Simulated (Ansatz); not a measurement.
Mulliken charges of `O/C=C/BF` from r2SCAN/def2-TZVPP in Ansatz (PBE0-D4/def2-TZVP geometry).

```
atom   x (Å)   y (Å)   z (Å)  charge (e)
  O1  -2.016  -0.495   0.645      -0.279
  C2  -0.795  -0.542   0.111       0.206
  C3   0.139   0.424   0.124      -0.251
  B4   1.470   0.151  -0.551       0.292
  F5   2.428   1.077  -0.565      -0.272
  H6  -2.152   0.363   1.063       0.222
  H7  -0.617  -1.501  -0.367       0.093
  H8  -0.082   1.370   0.615       0.050
  H9   1.712  -0.894  -1.093      -0.061
```

Question: By hand: the dipole of these point charges (1 e Å = 4.8032 D).

Answer: Σ q r = (-0.511, -0.265, 0.104) e Å, of length 0.585 e Å = 2.81 D.

Question: How does the dipole of the full density compare? (Estimate.)

Answer: Ansatz gave: (-0.470, 0.036, 0.213) e Å, 2.48 D; the point charges give 1.13 times that, at 33° from its direction.

Point charges leave out the atoms' own dipoles, such as those of lone pairs, and Mulliken's split depends on the basis, so the two needn't agree.
